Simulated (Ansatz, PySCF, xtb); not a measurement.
Dissociation curve of SeNa (cation, charge +1), lowest singlet found (which spin is the ground state isn't settled by this scan).

Computed with: GFN1-xTB (xtb); RKS-B3LYP/6-31G* = PySCF with restricted B3LYP/6-31G*, spherical d; RKS-PBE = restricted PBE/aug-cc-pVDZ run with Ansatz (an electronic-structure program).

Total energies in hartree (comparable only within one method and basis):

```json
[
 {"R / Å": "2.06", "GFN1-xTB": "-3.07222", "RKS-B3LYP/6-31G*": "-2563.19190", "RKS-PBE": "-2562.94248"},
 {"R / Å": "2.25", "GFN1-xTB": "-3.11354", "RKS-B3LYP/6-31G*": "-2563.23614", "RKS-PBE": "-2562.98771"},
 {"R / Å": "2.39", "GFN1-xTB": "-3.12515", "RKS-B3LYP/6-31G*": "-2563.25427", "RKS-PBE": "-2563.00633"},
 {"R / Å": "2.51", "GFN1-xTB": "-3.12973", "RKS-B3LYP/6-31G*": "-2563.26381", "RKS-PBE": "-2563.01605"},
 {"R / Å": "2.60", "GFN1-xTB": "-3.13146", "RKS-B3LYP/6-31G*": "-2563.26845", "RKS-PBE": "-2563.02074"},
 {"R / Å": "2.72", "GFN1-xTB": "-3.13249", "RKS-B3LYP/6-31G*": "-2563.27223", "RKS-PBE": "-2563.02455"},
 {"R / Å": "2.81", "GFN1-xTB": "-3.13266", "RKS-B3LYP/6-31G*": "-2563.27376", "RKS-PBE": "-2563.02611"},
 {"R / Å": "2.87", "GFN1-xTB": "-3.13256", "RKS-B3LYP/6-31G*": "-2563.27431", "RKS-PBE": "-2563.02669"},
 {"R / Å": "2.97", "GFN1-xTB": "-3.13208", "RKS-B3LYP/6-31G*": "-2563.27460", "RKS-PBE": "-2563.02704"},
 {"R / Å": "3.11", "GFN1-xTB": "-3.13087", "RKS-B3LYP/6-31G*": "-2563.27407", "RKS-PBE": "-2563.02664"},
 {"R / Å": "3.22", "GFN1-xTB": "-3.12958", "RKS-B3LYP/6-31G*": "-2563.27316", "RKS-PBE": "-2563.02585"},
 {"R / Å": "3.41", "GFN1-xTB": "-3.12703", "RKS-B3LYP/6-31G*": "-2563.27105", "RKS-PBE": "-2563.02395"},
 {"R / Å": "3.62", "GFN1-xTB": "-3.12415", "RKS-B3LYP/6-31G*": "-2563.26844", "RKS-PBE": "-2563.02154"},
 {"R / Å": "3.86", "GFN1-xTB": "-3.12107", "RKS-B3LYP/6-31G*": "-2563.26555", "RKS-PBE": "-2563.01882"},
 {"R / Å": "4.14", "GFN1-xTB": "-3.11773", "RKS-B3LYP/6-31G*": "-2563.26262", "RKS-PBE": "-2563.01600"},
 {"R / Å": "4.56", "GFN1-xTB": "-3.11310", "RKS-B3LYP/6-31G*": "-2563.25928", "RKS-PBE": "-2563.01264"},
 {"R / Å": "5.10", "GFN1-xTB": "-3.10813", "RKS-B3LYP/6-31G*": "-2563.25660", "RKS-PBE": "-2563.00970"},
 {"R / Å": "5.65", "GFN1-xTB": "-3.10452", "RKS-B3LYP/6-31G*": "-2563.25501", "RKS-PBE": "-2563.00788"},
 {"R / Å": "6.24", "GFN1-xTB": "-3.10218", "RKS-B3LYP/6-31G*": "-2563.25398", "RKS-PBE": "-2563.00673"},
 {"R / Å": "7.18", "GFN1-xTB": "-3.10057", "RKS-B3LYP/6-31G*": "-2563.25305", "RKS-PBE": "-2563.00575"},
 {"R / Å": "8.22", "GFN1-xTB": "—", "RKS-B3LYP/6-31G*": "-2563.25252", "RKS-PBE": "-2563.00520"},
 {"R / Å": "9.77", "GFN1-xTB": "—", "RKS-B3LYP/6-31G*": "-2563.25217", "RKS-PBE": "-2563.00479"}
]
```

A dash means that the run gave no value there, or that the column was ended at a point which the program doubted or which failed a test of continuity chosen for this set; such a test can also cut sound points.

The restricted form behind RKS-B3LYP/6-31G*, RKS-PBE keeps the bonding electrons paired and can't separate into open-shell fragments.
